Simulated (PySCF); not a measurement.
Al(Cl)(OH)2(NH3), H₅AlClNO₂, singlet at its PBE0/def2-SVP optimised geometry (Å):

```
10

Al    -0.6573    -0.3283     0.0000
Cl    -1.6053     1.5965     0.0000
O     -1.5479    -1.5965    -0.7507
H     -1.9772    -1.5201    -1.6028
O      1.0649    -0.3283     0.0000
H      1.6053     0.0446    -0.6965
N     -0.8553    -0.9574     1.8853
H     -1.3808    -1.8331     1.8874
H     -1.3405    -0.2796     2.4735
H      0.0766    -1.1232     2.2689
```

Computed with PBE0/def2-TZVP in PySCF. Cells within 0.4 Å of a nucleus heavier than hydrogen are left out (blank, or x).

Map of the deformation density (molecule minus spherical neutral atoms) (e/bohr³) on the plane z = 1.5 Å:

```
|111111111111111111111111111|
|111111111111111111111111111|
|111111111111111111111111111|
|111111111111111111111111111|
|111111111111111111111111111|
|111111111111111111111111111|
|111111111111111111111111111|
|111111122211111111111111111|
|111111122211111111111111111|
|111111111111111111111111111|
|111111111111111111111111111|
|111111111111111111111111111|
|111111111111111111111111111|
|111111111111111111111111111|
|111111111243211111111111111|
|111111111497311111111111111|
|1111111014x9421111111111111|
|111111112452211111111111111|
|111111112531011111111111111|
|111111101220011111111111111|
|111111100001111111111111111|
|111111110011111111111111111|
|111111111111111111111111111|
|111111111111111111111111111|
|111111111111111111111111111|
|111111111111111111111111111|
|111111111111111111111111111|
```
Scale: ten equal steps from -0.018 (start of '0') to 0.075 (end of '9'), in the order '0123456789'; x runs from -4.00 to 4.00, y from -4.00 (bottom) to 4.00 (top).
